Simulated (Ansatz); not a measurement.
Born–Oppenheimer molecular dynamics of F2H4OW (8 atoms, charge 0, multiplicity 1). It starts at the highest image of a converged band, a first-order saddle point between two minima.

Computed with RHF/def2-SVP (Ansatz).

```
ensemble                      : NVE (velocity Verlet)
time step                     : 0.5 fs
steps asked                   : 200
starting velocities drawn for : 300 K
seed                          : 9560
```

First frame:

```xyz
8
Properties=species:S:1:pos:R:3
W 0.039 0.380 -0.275
O 0.780 0.048 1.643
H 0.183 0.014 2.380
H 0.775 -0.992 0.911
F -0.026 2.164 0.296
H -1.481 -0.182 0.133
H 0.633 -1.400 0.047
F 0.127 -0.183 -2.029
```

Task: How far do the bonds stretch over the last three quarters of this one trajectory? (Pairs bonded in most of those frames.)

Result: 
```
 bond  mean (Å)  spread (Å)  shortest  longest
W1–F5     1.858       0.029      1.82     1.91
W1–H6     1.688       0.053      1.60     1.78
W1–H7     1.696       0.086      1.57     1.85
W1–F8     1.845       0.015      1.82     1.87
O2–H3     0.949       0.019      0.91     0.99
O2–H4     0.952       0.040      0.89     1.01
```

Mean temperature of the second half: 1341 K. The conserved energy stayed within 0.45 meV per atom of its start (net change 0.049 meV per atom), so the integration is sound. The kinetic energy rose, since the run started high on the potential surface and went downhill. It ends in pieces (F2H2W + H2O), so much of that is their flight and rotation, not heat. A run of 0.1 ps of so small a system gives no equilibrium averages. The orbitals stay closed-shell, which can raise the energy where a bond breaks towards radicals; this wasn't checked here.

The run took 7.1 min on 1 thread of Arm Neoverse V2, on a shared host, peak memory 0.19 GiB.
